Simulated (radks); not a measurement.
Numerical settings for the cerium ion Ce31+, [Ar] 3d9. All-electron calculation, non-relativistic Kohn-Sham, LDA (Slater exchange, Perdew-Wang correlation), spin-unpolarised, spherical densities, point nucleus; relativity is left out, which matters for an element this heavy. Program: a radial shooting solver on a logarithmic mesh with Libxc functionals. The defaults (mesh step 0.008 in ln r, mesh end at 40 bohr or more with all orbitals vanishing there, Anderson mixing 0.5 over 9 steps, residual threshold near 1e-9 with the energy settled to 1e-9 hartree or 1e-11 of itself, here a cap of 53 iterations) give E = -8022.3508 hartree and 3d at -1964.5 eV in 15 iterations. Run on one thread of a shared host, so times are rough (Arm Neoverse N1): 0.09 s of CPU time, 0.09 s wall, 15 iterations on 2476 mesh points. Changes against that run (0 stands for a change within the tolerance of the run):

| setting | iterations | converged | E (mhartree) | e(3d) (meV) | CPU (s) |
|---|---|---|---|---|---|
| mesh step in ln r 0.003 | 15 | yes | 0 | 0 | 0.21 |
| mesh step in ln r 0.2 | 4 | no | diverged | - | 0.01 |
| mesh step in ln r 0.12 | 2 | no | diverged | - | 0 |
| mesh end (bohr) 5 | 15 | yes | 0 | 0 | 0.08 |
| mesh end (bohr) 12 | 15 | yes | 0 | 0 | 0.08 |
| residual threshold 0.01 | 8 | yes | 0 | +3.38 | 0.06 |
| residual threshold 0.1 | 8 | yes | 0 | +3.38 | 0.06 |
| mixing 1 | 10 | yes | 0 | 0 | 0.07 |
| linear mixing, mixing 0.8 | 15 | yes | 0 | 0 | 0.08 |
| linear mixing, mixing 0.5 | 32 | yes | 0 | 0 | 0.14 |
| mixing history 2 | 19 | yes | 0 | 0 | 0.1 |
| iteration cap 8 | 8 | no | 0 | +1.65 | 0.04 |

No run marked as converged misses the energy by more than 1 mhartree. A mesh that ends early acts as a hard wall.
